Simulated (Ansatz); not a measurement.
System: C5H3O2, charge 0, multiplicity 2. It need not be the lowest isomer of its formula. SMILES: [c]1coc(c1)C=O
Structure (B3LYP-D3(BJ)/def2-TZVP (Ansatz, an electronic-structure program) minimum search):
```
C
C 1 1.3722
O 1 1.3740 2 110.54
C 3 1.3600 1 107.23 2 0.00
C 4 1.3536 3 108.21 1 0.00
H 4 1.0745 5 134.84 2 -180.00
H 2 1.0759 1 125.90 3 180.00
C 1 1.4528 2 132.85 7 0.00
O 8 1.2099 1 124.05 2 0.00
H 8 1.1076 9 122.05 1 180.00
```
Charge 0, spin multiplicity 2.

Parts of the frozen-core correlation energy in 6-31G (Ansatz, hartree). Frozen orbitals: 7; correlated occupied orbitals by spin: 18 and 17; virtual: 44 and 45. UHF or UKS for open shells. Spin-orbit coupling is left out. No relativistic terms.

```
term                            value
-------------------------  ----------
reference (HF)             -340.54927
MP2 opposite-spin            -0.44298
MP2 same-spin                -0.15999
CCSD correlation             -0.67177
(T)                          -0.02530
T1 diagnostic                   0.052
largest doubles amplitude       0.079
<S^2> of the reference          1.479
```
